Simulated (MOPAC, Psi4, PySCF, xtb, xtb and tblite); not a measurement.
Two geometries of SMILES c1c[se]c(-c2cc3sccc3s2)c1, relaxed at GFN2-xTB with one dihedral held; other torsions can differ between them too.

Structure A

```
19

C     -3.8309     0.4231    -0.1327
C     -4.1093    -0.7010     0.5795
Se    -2.5792    -1.6248     1.0670
C     -1.6134    -0.2844     0.1681
C     -0.1831    -0.2816     0.1188
C      0.6476     0.7681    -0.1817
C      1.9974     0.3857    -0.1508
S      3.5017     1.1967    -0.4128
C      4.3654    -0.2712    -0.0937
C      3.5627    -1.3265     0.1982
C      2.2050    -0.9528     0.1667
S      0.7033    -1.7641     0.4279
C     -2.4600     0.6594    -0.3572
H     -4.5971     1.0839    -0.5022
H     -5.0843    -1.0596     0.8565
H      0.3041     1.7631    -0.3937
H      5.4359    -0.2544    -0.1445
H      3.9172    -2.3151     0.4233
H     -2.1029     1.5063    -0.9175
```

Structure B

```
19

C      3.8529     0.4612    -0.0952
C      4.1136    -0.7006     0.5546
Se     2.5758    -1.6651     0.9307
C      1.6334    -0.2792     0.0656
C      0.1877    -0.2739    -0.0174
C     -0.6055    -1.0215    -0.8374
C     -1.9721    -0.7810    -0.6027
S     -3.4505    -1.3625    -1.2820
C     -4.3589    -0.3682    -0.1923
C     -3.5887     0.3706     0.6458
C     -2.2183     0.1352     0.4121
S     -0.7433     0.7187     1.0954
C      2.4833     0.7008    -0.3521
H      4.6240     1.1510    -0.3940
H      5.0799    -1.0713     0.8461
H     -0.2205    -1.6974    -1.5790
H     -5.4290    -0.3982    -0.2461
H     -3.9726     1.0443     1.3891
H      2.1317     1.5852    -0.8567
```

Task: Which is lower in energy at the level B3LYP-D3(BJ)/def2-SVP // GFN2-xTB (Psi4), and by how much?

Result: A is lower, by 2.06 kcal/mol (dihedral Se3–C4–C5–S12: 20° in A, 100° in B).

E(B) − E(A) in kcal/mol at the other levels, on the same two geometries: GFN2-xTB (xtb and tblite) 3.54; B3LYP/def2-SVP // GFN2-xTB (Psi4) 1.75; PBE/def2-SVP // GFN2-xTB (Psi4) 2.51; PBE-D3(BJ)/def2-SVP // GFN2-xTB (Psi4) 2.62; PM3, restricted, heats of formation // GFN2-xTB (MOPAC) 1.89; PM6, restricted, heats of formation // GFN2-xTB (MOPAC) -6.25; GFN1-xTB // GFN2-xTB (xtb) 4.44; restricted B3LYP/6-31G*, spherical d, density fitting // GFN2-xTB (PySCF) 1.40.
